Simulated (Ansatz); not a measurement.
Program: Ansatz. Geometries: PBE0-D4/def2-TZVP. ΔE: electronic, gas phase. CCSD(T)/CBS adds triple-zeta CCSD(T) − MP2 to the extrapolated MP2 energy (def2 sets, frozen cores). This one scheme is used for every species. Functionals use def2-TZVPP. For Ge outer-core shells are correlated without core-valence functions, which leaves a few kJ/mol of doubt a bond. Scalar relativity is left out up to krypton.

Consider the substitution at a C–Al bond: `C[CH]([AlH2])[GeH3]` + HCl → `C[CH](Cl)[GeH3]` + `[AlH3]`.

`C[CH]([AlH2])[GeH3]`:

Cartesian coordinates in Å:
```
C -0.600 0.734 -1.263
C 0.238 -0.220 -0.404
Al -0.701 -1.805 0.243
Ge 0.999 0.739 1.136
H -0.957 0.251 -2.178
H -0.038 1.624 -1.569
H -1.487 1.083 -0.726
H 1.124 -0.563 -0.955
H 0.125 -3.041 0.806
H -2.291 -1.835 0.234
H 1.681 2.037 0.660
H 2.025 -0.129 1.888
H -0.118 1.128 2.129
```

HCl:

```xyz
2

Cl    0.180   -0.605    0.099
H    -0.180    0.605   -0.099
```

`C[CH](Cl)[GeH3]`:

Cartesian coordinates in Å:
```
C -0.098 -1.045 0.993
C -0.679 -0.129 -0.059
Cl -1.889 0.977 0.678
Ge 0.672 0.981 -0.975
H 0.604 -1.744 0.529
H -0.882 -1.624 1.486
H 0.438 -0.480 1.758
H -1.232 -0.701 -0.805
H -0.013 1.870 -2.020
H 1.694 0.056 -1.665
H 1.384 1.840 0.079
```

`[AlH3]`:

```xyz
4

Al    0.000    0.000    0.000
H    -1.111   -0.615    0.950
H     0.784   -0.935   -1.012
H     0.327    1.550    0.063
```

```csv
species,B2PLYP energy (Eh)
`C[CH]([AlH2])[GeH3]`,-2400.49726
HCl,-460.68739
`C[CH](Cl)[GeH3]`,-2617.08303
`[AlH3]`,-244.08016
```

**Question.** Work out ΔE.

**Answer.** ΔE = (-2617.08303) + (-244.08016) − (-2400.49726) − (-460.68739) = 0.02146 Eh = +0.58 eV. CCSD(T)/CBS gives +0.63 eV.

Largest T1 diagnostic among the species: 0.011.

In def2-TZVPP, CCSD(T) changes the Hartree–Fock value by +0.16 eV (the triples alone add +0.01 eV) and MP2 by +0.17 eV.
